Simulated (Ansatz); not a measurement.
Several settings on one geometry of [InH4]- (InH₄⁻) (that of the charge -1 singlet, PBE-D4/def2-TZVPD). Ansatz on 4 threads of Arm Neoverse V2 on a shared host; times are rough.

```xyz
5

In    0.000    0.000    0.000
H     0.026   -0.035    1.794
H     1.684   -0.007   -0.619
H    -0.838    1.485   -0.559
H    -0.872   -1.442   -0.616
```

Totals from different functionals, basis sets or treatments of relativity can't be compared as stabilities.

In the def2 sets In takes a core potential; there is no spin–orbit coupling. A multiply charged anion in the gas phase is held together partly by the finite basis.

The spins typed aren't always the lowest for that charge.

Task: Give the basis size and estimate the energy, ⟨S²⟩ and time of these runs.

```csv
run,method,charge,state,further keys
1,UKS SVWN5/def2-TZVPD,-2,doublet,scf: {omitted_lower_state_checks: [starts]}; forces asked
2,RKS r2SCANh-D3(BJ)-ATM/def2-mTZVPP,-1,singlet,–
3,ROKS CAM-B3LYP/def2-mTZVP,-1,triplet,accuracy: high; scf: {omitted_lower_state_checks: [starts]}
```

Result: 
```json
{"run": "1", "functions": "92", "energy (Eh)": "-192.0230", "⟨S²⟩": "0.75", "wall time": "0.4 s"}
{"run": "2", "functions": "56", "energy (Eh)": "-192.5763", "⟨S²⟩": "–", "wall time": "0.55 s"}
{"run": "3", "functions": "48", "energy (Eh)": "-192.2730", "⟨S²⟩": "–", "wall time": "3.4 s"}
```

The highest occupied level of an anion often lies above zero with these methods, and sets without diffuse functions describe the outer electron poorly.
